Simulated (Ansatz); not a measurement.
`[SiH3][SiH2]S` + `C=N` → `C=N[SiH2]S` + SiH₄  (cleavage of the Si–Si bond)

Computed with Ansatz on PBE0-D4/def2-TZVP structures; ΔE is electronic, products minus reactants. CBS: MP2 limit from def2 TZ/QZ plus the TZ coupled-cluster correction, frozen cores. This one scheme is used for every species. Each species was taken in one conformer, which may not be the lowest.

| species | CCSD(T)/CBS(def2) energy (Eh) |
| --- | --- |
| `[SiH3][SiH2]S` | -979.55409 |
| `C=N` | -94.52360 |
| `C=N[SiH2]S` | -782.63012 |
| SiH₄ | -291.46306 |

(1) Work out ΔE.

Largest T1 diagnostic among the species: 0.013.

## Answers

(1) ΔE = (-782.63012) + (-291.46306) − (-979.55409) − (-94.52360) = -0.01549 Eh = -0.42 eV.

From PBE to PBE0 (25 % exact exchange), in def2-TZVPP and without D4, ΔE moves by −0.03 eV. In def2-TZVPP, CCSD(T) changes the Hartree–Fock value by +0.16 eV (the triples alone add +0.01 eV) and MP2 by +0.06 eV. Leaving LDA and LC-ωPBE aside and taking each functional with its dispersion term where it has one, the values, not all of them listed here, spread over 0.22 eV, from CAM-B3LYP-D4 to PBE-D4. LDA lies −0.06 eV from PBE without D4.
